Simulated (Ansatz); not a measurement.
Ideal-gas functions of `[CH3][SnH]([OH])[F]` at 500 K and 1 bar, from an Ansatz frequency run at PBE0-D4/def2-TZVP.

Molar mass 170.76 g/mol, point group C1 (symmetry number 1), electronic degeneracy 1, moments of inertia 112.3, 122.869, 181.467 u Å². Harmonic wavenumbers (cm⁻¹, unscaled): 59, 107, 142, 164, 200, 540, 551, 557, 609, 638, 772, 779, 843, 1229, 1448, 1449, 1987, 3073, 3174, 3175, 3895.

Use S(trans) = R[1.5 ln M + 2.5 ln T − 1.1517]; rotational temperatures θ = 24.2544 K / I; S(rot) = R[ln(√π/σ · √(T³/θAθBθC)) + 1.5]; for each mode x = 1.438777 ν̃/T, S = R[x/(eˣ − 1) − ln(1 − e⁻ˣ)] and H = RT x/(eˣ − 1); 1 cm⁻¹ = 0.0119627 kJ/mol; R = 8.31446 J/(mol·K).

**Question.** By hand: the entropy, in J/(mol·K).

**Answer.** Translation 183.7. Rotation: θ = 0.216, 0.1974, 0.1337 K, giving 116.2. Vibration, mode by mode: 23.07, 18.14, 15.81, 14.63, 13.02, 5.44, 5.30, 5.23, 4.64, 4.34, 3.20, 3.15, 2.73, 1.13, 0.68, 0.67, 0.18, 0.01, 0.01, 0.01, 0.00, in all 121.4. Electronic 0.0. Sum 421.3 J/(mol·K).

**Question.** By hand: H − E and G − E in kJ/mol, counted from the electronic energy.

**Answer.** Zero-point energy ½ × 25391 × 0.0119627 = 151.9; thermal vibration 29.4; translation, rotation and pV give 4 RT = 16.6. H − E = 197.9 kJ/mol, and G − E = 197.9 − 500 × 421.3/1000 = -12.8 kJ/mol.

Vibration gives 29 % of the entropy, 57.0 J/(mol·K) of it from the modes under 150 cm⁻¹: soft modes count most, and the harmonic formula is weakest for them. The sum counts one conformer and one mirror image; others add a mixing term.
